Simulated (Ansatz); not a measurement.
**Strength of the C–C bond: C4H6F4 → C3H5F2 + CHF2**

Species: C4H6F4 `CC(F)(CF)C(F)F`, singlet; C3H5F2 `C[C](F)CF`, doublet; CHF2 (difluoromethyl radical) `F[CH]F`, doublet. 

Shapes, held fixed at every level: PBE0-D4/def2-TZVP. Flexible molecules stand in one conformer, not always the lowest. Programs: Ansatz 0.2.0. The zero-point and thermal change to 298 K, harmonic and unscaled (PBE0-D4/def2-TZVP), is -15.6 kJ/mol.

| level | kind | ΔH(298 K) (kJ/mol) | less CCSD(T)/CBS estimate |
| --- | --- | --- | --- |
| HF/def2-SVP | Hartree–Fock | +284.5 | -107.3 |
| PBE-D4/def2-TZVPP | GGA | +348.7 | -43.1 |
| PBE0-D4/def2-TZVPP | global hybrid | +357.6 | -34.2 |
| wB97M-V/def2-TZVPP | range-separated hybrid | +385.3 | -6.5 |
| wB97X-V/def2-TZVPP | range-separated hybrid | +379.4 | -12.4 |
| MP2/def2-SVP | perturbation theory | +407.0 | +15.2 |
| CCSD(T)/def2-TZVPP | coupled cluster or CI | +385.0 | -6.8 |
| CCSD(T)/CBS estimate | coupled cluster or CI | +391.8 | 0.0 |

The highest level, CCSD(T)/CBS estimate, gives ΔH(298 K) = +391.8 kJ/mol; the levels span +284.5 to +407.0. The column of differences is taken from that level and isn't an error. Hartree–Fock misses the correlation of the pair that is broken and comes out low. No measured value is set beside it here. Open shells run unrestricted unless RO is named. The CBS estimate extrapolates MP2 from def2-TZVPP and def2-QZVPP and adds CCSD(T) − MP2 in the triple-zeta set, cores frozen.
